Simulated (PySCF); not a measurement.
A series of related molecules.

All values: CAM-B3LYP/def2-SVPD (PySCF) at PBE0-D3(BJ)/def2-SVP geometries, gas phase, one conformer each. Core orbitals are frozen in the response; Δα² is half the sum of the squared differences of the principal polarisabilities.

Question: Rank by HOMO energy, lowest first.
A. `B(CC1CC1)(F)F`
B. `CB(F)F`
C. `CC#CCB(F)F`
D. `O=CCB(F)F`
E. `B(Cl)(Cl)CB(F)F`

Answer: B (-11.87 eV), E (-10.66 eV), A (-9.53 eV), D (-9.39 eV), C (-8.66 eV).

Question: Rank by vertical ionisation energy (ΔSCF), lowest first.
A. `CC#CCB(F)F`
B. `FB(F)CB(Cl)Cl`
C. `FB(F)CS[SiH3]`
D. `O=CCB(F)F`
E. `FB(F)CC1CC1`
F. `CB(F)F`

Answer: C (9.42 eV), A (9.62 eV), E (10.39 eV), D (10.52 eV), B (11.76 eV), F (13.20 eV).

Question: Rank by polarisability anisotropy Δα, highest first.
A. `[CH3:1][C:2]#[C:3][CH2:4][B:5]([F:6])[F:7]` with C3–C4–B5–F6 180°
B. `[F:1][B:2]([F:3])[CH2:4][CH:5]1[CH2:6][CH2:7]1` with F1–B2–C4–C5 -24°, B2–C4–C5–C6 -158°
C. `[H]/[N:1]=[CH:2]/[CH2:3][B:4]([F:5])[F:6]` with N1–C2–C3–B4 115°, C2–C3–B4–F5 18°
D. `CB(F)F`
E. `[F:1][B:2]([F:3])[CH2:4][S:5][SiH3:6]` with F1–B2–C4–S5 -83°, B2–C4–S5–Si6 73°

Answer: A (5.71 Å³), E (3.07 Å³), C (2.45 Å³), B (1.68 Å³), D (0.74 Å³).

All values together:

| SMILES | change | formula | μ (D) | HOMO (eV) | LUMO (eV) | α (Å³) | Δα (Å³) | electrons | α per electron (Å³) | ΔSCF removal energy (eV) |
| --- | --- | --- | --- | --- | --- | --- | --- | --- | --- | --- |
| CB(F)F | parent | CH3BF2 | 1.73 | -11.87 | 0.83 | 4.09 | 0.74 | 32 | 0.128 | 13.20 |
| FB(F)CB(Cl)Cl | H on C replaced by BCl2 | CH2B2Cl2F2 | 1.76 | -10.66 | -0.74 | 9.61 | 2.62 | 70 | 0.137 | 11.76 |
| CC#CCB(F)F | H on C replaced by propynyl | C4H5BF2 | 1.60 | -8.66 | 0.83 | 9.03 | 5.71 | 52 | 0.174 | 9.62 |
| [H]/N=C/CB(F)F | H on C replaced by CH=NH | C2H4BF2N | 2.03 | -9.38 | 0.76 | 6.75 | 2.45 | 46 | 0.147 | 10.43 |
| O=CCB(F)F | H on C replaced by CHO | C2H3BF2O | 2.51 | -9.39 | 0.02 | 6.06 | 1.72 | 46 | 0.132 | 10.52 |
| FB(F)CS[SiH3] | H on C replaced by SSiH3 | CH5BF2SSi | 1.68 | -8.59 | 0.34 | 11.02 | 3.07 | 64 | 0.172 | 9.42 |
| FB(F)CC1CC1 | H on C replaced by cPr | C4H7BF2 | 1.70 | -9.53 | 0.96 | 8.68 | 1.68 | 54 | 0.161 | 10.39 |

Conformers: `[F:1][B:2]([F:3])[CH2:4][B:5]([Cl:6])[Cl:7]` with F1–B2–C4–B5 -96°, B2–C4–B5–Cl6 -91°; `[CH3:1][C:2]#[C:3][CH2:4][B:5]([F:6])[F:7]` with C3–C4–B5–F6 180°; `[H]/[N:1]=[CH:2]/[CH2:3][B:4]([F:5])[F:6]` with N1–C2–C3–B4 115°, C2–C3–B4–F5 18°; `[O:1]=[CH:2][CH2:3][B:4]([F:5])[F:6]` with O1–C2–C3–B4 -113°, C2–C3–B4–F5 137°; `[F:1][B:2]([F:3])[CH2:4][S:5][SiH3:6]` with F1–B2–C4–S5 -83°, B2–C4–S5–Si6 73°; `[F:1][B:2]([F:3])[CH2:4][CH:5]1[CH2:6][CH2:7]1` with F1–B2–C4–C5 -24°, B2–C4–C5–C6 -158°.

Question: Give the shifts from the parent, `CB(F)F`.

Answer: 
| SMILES | change in μ (D) | change in HOMO (eV) | change in LUMO (eV) | change in mean α (Å³) | change in ionisation energy (eV) |
| --- | --- | --- | --- | --- | --- |
| FB(F)CB(Cl)Cl | +0.03 | +1.21 | -1.57 | +5.52 | -1.44 |
| CC#CCB(F)F | -0.13 | +3.21 | 0.00 | +4.94 | -3.58 |
| [H]/N=C/CB(F)F | +0.30 | +2.49 | -0.07 | +2.66 | -2.77 |
| O=CCB(F)F | +0.78 | +2.48 | -0.81 | +1.97 | -2.68 |
| FB(F)CS[SiH3] | -0.05 | +3.28 | -0.49 | +6.93 | -3.78 |
| FB(F)CC1CC1 | -0.03 | +2.34 | +0.13 | +4.59 | -2.81 |

Question: By how much does the ΔSCF value exceed −ε(HOMO) over the species that have both?

Answer: By 0.84 to 1.33 eV, 1.04 eV on average, over 7 species.
